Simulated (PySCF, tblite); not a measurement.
Isomers of C3H10OPSi (doublet state). Method: GFN2-xTB as coded in tblite; computed harmonic values from a numerical Hessian at the method's own geometry, unscaled. The method is semi-empirical: single wavenumbers can be off by several per cent or more. Modes of hydrogen on phosphorus and silicon can be 10 to 20 % off. One conformer each. Open shells enter through the occupations alone, without spin polarisation, and single modes of such species can be off by tens of per cent.

Electronic energies: B3LYP/pcH-1 single points on the GFN2-xTB geometries (PySCF, gas phase).

```json
{"SMILES": "CC(C)O[SiH]P", "electronic energy, lowest = 0 (kJ/mol)": "30.1"}
{"SMILES": "[CH2][C@@H](C)O[SiH2]P", "electronic energy, lowest = 0 (kJ/mol)": "105.4"}
{"SMILES": "CC(C)O[SiH2][PH]", "electronic energy, lowest = 0 (kJ/mol)": "0.0"}
```

How do GFN2-xTB zero-point energies change the relative energies?

```csv
SMILES,ZPE (kJ/mol),of it from modes above 1550 cm⁻¹,electronic (kJ/mol),"with ZPE, lowest = 0 (kJ/mol)",lowest mode (cm⁻¹),rings
CC(C)O[SiH2][PH],318.8,166.6,0.0,0.0,23,0
CC(C)O[SiH]P,321.1,166.9,30.1,32.4,30,0
[CH2][C@@H](C)O[SiH2]P,303.8,163.7,105.4,90.4,19,0
```

The zero-point energies span 17.3 kJ/mol, from `[CH2][C@@H](C)O[SiH2]P` to `CC(C)O[SiH]P`. The order is unchanged.

And how do the electronic energies of GFN2-xTB itself compare?

`CC(C)O[SiH2][PH]` 0.0; `CC(C)O[SiH]P` 35.6; `[CH2][C@@H](C)O[SiH2]P` 139.6 kJ/mol, lowest = 0. Against the energies above, taken from the same isomer `CC(C)O[SiH2][PH]`, the largest difference is 34.2 kJ/mol.
